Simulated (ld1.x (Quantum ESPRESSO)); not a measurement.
# An all-electron radial function and its pseudo partner (carbon (C))

Columns: radius, all-electron u(r) and pseudo u(r) of the 2s shell (level -13.75 eV) of carbon in the configuration [He] 2s2 2p2; PBE, scalar-relativistic, PAW scheme, ld1.x (Quantum ESPRESSO) 7.5.

| r (bohr) | all-electron | pseudo |
| --- | --- | --- |
| 0.078 | 0.2993 | -0.0871 |
| 0.155 | 0.3470 | -0.1720 |
| 0.232 | 0.2699 | -0.2547 |
| 0.310 | 0.1334 | -0.3352 |
| 0.388 | -0.0231 | -0.4116 |
| 0.465 | -0.1762 | -0.4820 |
| 0.542 | -0.3169 | -0.5468 |
| 0.620 | -0.4417 | -0.6062 |
| 0.698 | -0.5473 | -0.6589 |
| 0.775 | -0.6326 | -0.7038 |
| 0.852 | -0.6997 | -0.7416 |
| 0.930 | -0.7506 | -0.7724 |
| 1.008 | -0.7862 | -0.7957 |
| 1.085 | -0.8081 | -0.8113 |
| 1.162 | -0.8189 | -0.8194 |
| 1.240 | -0.8202 | -0.8203 |
| 1.318 | -0.8137 | -0.8137 |
| 1.395 | -0.8009 | -0.8009 |
| 1.472 | -0.7831 | -0.7831 |
| 1.550 | -0.7612 | -0.7612 |
| 1.628 | -0.7362 | -0.7362 |
| 1.705 | -0.7093 | -0.7093 |
| 1.782 | -0.6810 | -0.6810 |
| 1.860 | -0.6514 | -0.6514 |
| 1.938 | -0.6212 | -0.6212 |
| 2.015 | -0.5914 | -0.5914 |

(1) How many radial nodes do the two functions have?

(2) At about which radius was the pseudo-wave matched?

(3) Where does each function peak?

(4) Is the pseudo-wave norm-conserving?

Answers

(1) The all-electron 2s function has n − l − 1 = 1; the pseudo-wave has 0, since the states of the same l below it are removed with the core.

(2) 1.25 bohr, where the columns begin to agree (steps of 0.08 bohr).

(3) Outermost all-electron maximum near 1.24 bohr, pseudo maximum near 1.24 bohr (to the table’s step).

(4) No, it belongs to a PAW set: the norm inside the radius is not constrained, and the difference is carried by the augmentation charge.
